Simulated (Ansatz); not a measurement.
The lowest singlet and triplet of O2 (SMILES O=O); geometries from B3LYP-D3(BJ)/def2-TZVP, each state relaxed from the structure named, with no frequency check, low spin by broken symmetry.
Singlet (charge 0, multiplicity 1):
```xyz
2

O      0.00000     0.00000    -0.60227
O      0.00000     0.00000     0.60227
```

A positive gap puts the triplet lower; no zero-point energy. R- takes a restricted singlet, here one determinant of a half-filled degenerate or near-degenerate pair, which mixes singlet states. U- takes an unrestricted singlet (broken symmetry where lower, unprojected). The triplet is unrestricted in single-reference levels.

Correlated levels freeze the cores.

Codes used: Ansatz (Gaussian basis) for Hartree–Fock, density functionals and correlated methods. Each number belongs to the level named beside it.

Task: One of these levels gives 11.84 kcal/mol for the gap E(singlet) − E(triplet), vertical, at the singlet's geometry. Name it.
A) U-SVWN5/def2-TZVPP (spin-contaminated)
B) R-CCSDT/cc-pVTZ
C) R-PBE0/def2-TZVPP
D) U-PBE0/def2-TZVPP (spin-contaminated)

Result: A, U-SVWN5/def2-TZVPP (spin-contaminated). The others give 41.00 (R-PBE0/def2-TZVPP), 10.31 (U-PBE0/def2-TZVPP (spin-contaminated)), 27.42 (R-CCSDT/cc-pVTZ)

Doubts at one or more of the structures used: a restricted determinant that unrestricted orbitals would lower (R-PBE0/def2-TZVPP, R-CCSDT/cc-pVTZ); other coupled-cluster roots lie near (R-CCSDT/cc-pVTZ).

Ansatz is a first-principles code.
